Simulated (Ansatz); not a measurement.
Program: Ansatz. Geometries: PBE0-D4/def2-TZVP. ΔE: electronic, gas phase. CCSD(T)/CBS is the MP2 limit (def2-TZVPP, def2-QZVPP) plus CCSD(T) − MP2 in def2-TZVPP, frozen cores. This one scheme is used for every species. DFT in def2-TZVPP. Elements past krypton have def2 core potentials. For In outer-core shells are correlated without core-valence functions, which leaves a few kJ/mol of doubt a bond. One conformer a species, not always the lowest.

Consider the ligand exchange at the In–C bond: `C[CH2][InH][SH]` + H–F → `[F][InH][SH]` + `CC`.

`C[CH2][InH][SH]`:

```xyz
11

C     0.386    0.737   -1.097
C    -0.775   -0.157   -0.692
In   -0.624   -0.966    1.303
S     1.351   -0.332    2.511
H     1.340    0.204   -1.069
H     0.261    1.120   -2.115
H     0.482    1.603   -0.437
H    -1.726    0.380   -0.743
H    -0.874   -1.010   -1.370
H    -1.666   -1.993    2.201
H     1.845    0.414    1.509
```

H–F:

Z-matrix (Å, degrees):
```
F
H 1 0.920
```

`[F][InH][SH]`:

Cartesian coordinates in Å:
```
F -1.261 1.337 0.422
In -0.534 -0.454 0.136
S 1.724 -0.226 -0.511
H -1.569 -1.771 0.383
H 1.640 1.114 -0.431
```

`CC`:

Cartesian coordinates in Å:
```
C -0.710 0.237 -0.130
C 0.710 -0.237 0.130
H -1.443 -0.508 0.187
H -0.927 1.162 0.409
H -0.877 0.430 -1.193
H 1.443 0.508 -0.187
H 0.927 -1.162 -0.409
H 0.877 -0.430 1.193
```

```json
{"level": "BHLYP", "ΔE (kcal/mol)": "-26.9"}
{"level": "CCSD(T)/def2-SVP", "ΔE (kcal/mol)": "-25.8"}
```

What does CCSD(T)/CBS give? (Best estimate.)

The calculation gave: -21.1 kcal/mol. The listed levels differ from it by -5.8, -4.7 kcal/mol.

Largest T1 diagnostic among the species: 0.016.

At CCSD(T), def2-SVP lies −4.7 kcal/mol from the extrapolated value and def2-TZVPP +0.5 kcal/mol. In def2-TZVPP, CCSD(T) changes the Hartree–Fock value by +8.5 kcal/mol (the triples alone add +0.8 kcal/mol) and MP2 by +9.9 kcal/mol.

CCSD(T)/CBS has its own doubt, a few kJ/mol and more with outer-core shells, so smaller differences from it don't rank the levels.
